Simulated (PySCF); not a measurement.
Compound: C2H7FSi2.
SMILES with atom numbers: `[F:1][SiH2:2]/[CH:3]=[CH:4]/[SiH3:5]` (hydrogens: H6, H7 on Si2; H8 on C3; H9 on C4; H10, H11, H12 on Si5)

The same species was optimised twice, with GFN2-xTB and with PBE0-D3(BJ)/def2-SVP (PySCF), and the same property calculations (PySCF, gas phase) were run on both structures.

```json
{"coordinate": "Si2–H6 (Å)", "GFN2-xTB": "1.457", "PBE0-D3(BJ)/def2-SVP": "1.491", "change": "+0.034"}
{"coordinate": "Si2–H7 (Å)", "GFN2-xTB": "1.457", "PBE0-D3(BJ)/def2-SVP": "1.491", "change": "+0.034"}
{"coordinate": "Si5–H10 (Å)", "GFN2-xTB": "1.465", "PBE0-D3(BJ)/def2-SVP": "1.495", "change": "+0.030"}
{"coordinate": "Si5–H12 (Å)", "GFN2-xTB": "1.466", "PBE0-D3(BJ)/def2-SVP": "1.496", "change": "+0.030"}
{"coordinate": "Si5–H11 (Å)", "GFN2-xTB": "1.466", "PBE0-D3(BJ)/def2-SVP": "1.495", "change": "+0.029"}
{"coordinate": "F1–Si2 (Å)", "GFN2-xTB": "1.613", "PBE0-D3(BJ)/def2-SVP": "1.630", "change": "+0.017"}
{"coordinate": "C3–H8 (Å)", "GFN2-xTB": "1.084", "PBE0-D3(BJ)/def2-SVP": "1.100", "change": "+0.016"}
{"coordinate": "Si2–C3 (Å)", "GFN2-xTB": "1.876", "PBE0-D3(BJ)/def2-SVP": "1.861", "change": "-0.015"}
{"coordinate": "C4–H9 (Å)", "GFN2-xTB": "1.084", "PBE0-D3(BJ)/def2-SVP": "1.100", "change": "+0.016"}
{"coordinate": "C3=C4 (Å)", "GFN2-xTB": "1.333", "PBE0-D3(BJ)/def2-SVP": "1.345", "change": "+0.012"}
{"coordinate": "C4–Si5 (Å)", "GFN2-xTB": "1.882", "PBE0-D3(BJ)/def2-SVP": "1.875", "change": "-0.007"}
{"coordinate": "H6–Si2–H7 (°)", "GFN2-xTB": "113.9", "PBE0-D3(BJ)/def2-SVP": "109.7", "change": "-4.2"}
{"coordinate": "F1–Si2–H7 (°)", "GFN2-xTB": "104.6", "PBE0-D3(BJ)/def2-SVP": "108.2", "change": "+3.6"}
{"coordinate": "F1–Si2–H6 (°)", "GFN2-xTB": "104.6", "PBE0-D3(BJ)/def2-SVP": "108.1", "change": "+3.5"}
{"coordinate": "Si2–C3–C4 (°)", "GFN2-xTB": "124.9", "PBE0-D3(BJ)/def2-SVP": "121.4", "change": "-3.5"}
{"coordinate": "Si2–C3–H8 (°)", "GFN2-xTB": "117.0", "PBE0-D3(BJ)/def2-SVP": "119.2", "change": "+2.2"}
{"coordinate": "H11–Si5–H12 (°)", "GFN2-xTB": "109.6", "PBE0-D3(BJ)/def2-SVP": "107.8", "change": "-1.8"}
{"coordinate": "C4–Si5–H11 (°)", "GFN2-xTB": "109.0", "PBE0-D3(BJ)/def2-SVP": "110.7", "change": "+1.7"}
{"coordinate": "C4–Si5–H12 (°)", "GFN2-xTB": "109.0", "PBE0-D3(BJ)/def2-SVP": "110.6", "change": "+1.6"}
{"coordinate": "F1–Si2–C3–C4 (°)", "GFN2-xTB": "0", "PBE0-D3(BJ)/def2-SVP": "0", "change": "0"}
```

Rotational constants: A = 9702, B = 1103, C = 1014 MHz (GFN2-xTB) against A = 9240, B = 1137, C = 1037 MHz (PBE0-D3(BJ)/def2-SVP). Atoms that the bonding makes alike are paired by their places after alignment.

On the GFN2-xTB structure: lowest singlet, TDDFT (eV) 5.96 [CAM-B3LYP/def2-SVPD]; lowest triplet, Tamm–Dancoff (eV) 4.14 [CAM-B3LYP/def2-SVPD]; isotropic polarisability (au) 78.7 [CAM-B3LYP/def2-SVPD]; HOMO (eV) -9.50 [CAM-B3LYP/def2-SVPD]; LUMO (eV) 0.13 [CAM-B3LYP/def2-SVPD]; dipole (D) 1.62 [CAM-B3LYP/def2-SVPD]; HOMO (eV) -8.21 [PBE0/pcSseg-1]; LUMO (eV) -0.96 [PBE0/pcSseg-1]; dipole (D) 1.61 [PBE0/pcSseg-1]; GIAO shielding of F1 (ppm) 408.5 [PBE0/pcSseg-1]; GIAO shielding of Si2 (ppm) 359.5 [PBE0/pcSseg-1]; GIAO shielding of C3 (ppm) 32.6 [PBE0/pcSseg-1]; GIAO shielding of C4 (ppm) 30.7 [PBE0/pcSseg-1]; GIAO shielding of Si5 (ppm) 418.4 [PBE0/pcSseg-1].

Q: What do these properties become on the PBE0-D3(BJ)/def2-SVP structure?

A: 
| property | level | on GFN2-xTB | on PBE0-D3(BJ)/def2-SVP | change |
| --- | --- | --- | --- | --- |
| lowest singlet, TDDFT (eV) | CAM-B3LYP/def2-SVPD | 5.96 | 5.93 | -0.03 |
| lowest triplet, Tamm–Dancoff (eV) | CAM-B3LYP/def2-SVPD | 4.14 | 4.03 | -0.11 |
| isotropic polarisability (au) | CAM-B3LYP/def2-SVPD | 78.7 | 80.5 | +1.8 |
| HOMO (eV) | CAM-B3LYP/def2-SVPD | -9.50 | -9.49 | +0.01 |
| LUMO (eV) | CAM-B3LYP/def2-SVPD | 0.13 | -0.01 | -0.14 |
| dipole (D) | CAM-B3LYP/def2-SVPD | 1.62 | 1.44 | -0.18 |
| energy, GFN2-xTB geometry as zero (kcal/mol) | CAM-B3LYP/def2-SVPD | 0.0 | -1.6 | -1.6 |
| HOMO (eV) | PBE0/pcSseg-1 | -8.21 | -8.21 | 0.00 |
| LUMO (eV) | PBE0/pcSseg-1 | -0.96 | -1.12 | -0.16 |
| dipole (D) | PBE0/pcSseg-1 | 1.61 | 1.40 | -0.21 |
| energy, GFN2-xTB geometry as zero (kcal/mol) | PBE0/pcSseg-1 | 0.0 | -1.8 | -1.8 |
| GIAO shielding of F1 (ppm) | PBE0/pcSseg-1 | 408.5 | 407.0 | -1.5 |
| GIAO shielding of Si2 (ppm) | PBE0/pcSseg-1 | 359.5 | 362.3 | +2.8 |
| GIAO shielding of C3 (ppm) | PBE0/pcSseg-1 | 32.6 | 28.0 | -4.6 |
| GIAO shielding of C4 (ppm) | PBE0/pcSseg-1 | 30.7 | 27.4 | -3.3 |
| GIAO shielding of Si5 (ppm) | PBE0/pcSseg-1 | 418.4 | 415.7 | -2.7 |

The heavy atoms differ by 0.044 Å rms after alignment. Among all bonds Si2–H6 and Si2–H7 change most and about equally (+0.034 Å). Changes are differences of the printed values. Neither structure is proved a minimum here.

Conformer computed: `[F:1][SiH2:2]/[CH:3]=[CH:4]/[SiH3:5]`: F1–Si2–C3–C4 0°.
